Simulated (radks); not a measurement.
Dy I, configuration [Xe] 4f10 6s2 (the NIST ground configuration). Calculated with a radial shooting solver on a logarithmic mesh with Libxc functionals: Dirac Kohn-Sham, PBEsol, spin-unpolarised, spherical densities, point nucleus; open shells are shared between the two j in proportion to 2j + 1.

Unscreened Slater integrals over Kohn-Sham orbitals (eV). Large and small components are both included.

integral           value
F0(4f7/2,4f7/2)   29.208
F2(4f7/2,4f7/2)   13.380
F4(4f7/2,4f7/2)   8.3054
F6(4f7/2,4f7/2)   5.9511
F0(4f7/2,4f5/2)   29.517
F2(4f7/2,4f5/2)   13.546
F4(4f7/2,4f5/2)   8.4124
G2(4f7/2,4f5/2)   13.514
G4(4f7/2,4f5/2)   8.3935
G6(4f7/2,4f5/2)   6.0155
F0(4f7/2,6s1/2)   7.8416
G3(4f7/2,6s1/2)  0.27477
F0(4f7/2,5p3/2)   18.515
F2(4f7/2,5p3/2)   6.3131
G2(4f7/2,5p3/2)   3.4984
G4(4f7/2,5p3/2)   2.6294
F0(4f5/2,4f5/2)   29.833
F2(4f5/2,4f5/2)   13.717
F4(4f5/2,4f5/2)   8.5234
F0(4f5/2,6s1/2)   7.8522
G3(4f5/2,6s1/2)  0.26033
F0(4f5/2,5p3/2)   18.609
F2(4f5/2,5p3/2)   6.2691
G2(4f5/2,5p3/2)   3.4074
G4(4f5/2,5p3/2)   2.5733
F0(6s1/2,6s1/2)   5.9999
F0(6s1/2,5p3/2)   7.5529
G1(6s1/2,5p3/2)  0.55626
F0(5p3/2,5p3/2)   15.522
F2(5p3/2,5p3/2)   8.2989
